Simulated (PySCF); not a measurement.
Ionisation energy of Au²⁺ by level of theory

Au²⁺ [Xe] 4f14 5d9 [5d3/2^4 5d5/2^5, M_J = 5/2] → Au³⁺ [Xe] 4f14 5d8 [5d3/2^4 5d5/2^4, M_J = 4], as a difference of total energies. Computed with PySCF 2.14 in x2c-SVPall-2c (7s9p9d2f, 93 functions), with the two-component X2C-1e Hamiltonian. Correlated levels: [Kr] 4d10 4f14 frozen; the 22 highest virtual spinors dropped. "Screened" scales the spin-orbit matrix elements by Boettger's factors to mimic the two-electron term; Breit and QED terms are absent.

| method | ionisation energy (eV) |
| --- | --- |
| GHF (spin-free) | 31.236 |
| GMP2 (spin-free) | 32.278 |
| GHF (screened spin-orbit) | 30.668 |
| GMP2 (screened spin-orbit) | 31.704 |

Problem. How much does correlation contribute at GMP2 (screened spin-orbit)?

Solution. 31.704 − (30.668) = 1.036 eV, measured against GHF (screened spin-orbit).

The spin-free rows relax to the high-spin LS determinant and lack the spin-orbit shift.

Errors of the correlated levels include the incompleteness of this basis and the frozen core.

The labels give the starting determinants; with spin-orbit coupling the two ends relaxed to ⟨J²⟩ = 8.81, ⟨L²⟩ = 6.18, ⟨S²⟩ = 0.90 and ⟨J²⟩ = 20.01, ⟨L²⟩ = 12.47, ⟨S²⟩ = 2.05.

For comparison: 30 ± 1.6 eV (theoretical estimate listed by NIST; NIST Atomic Spectra Database, ionization energies).
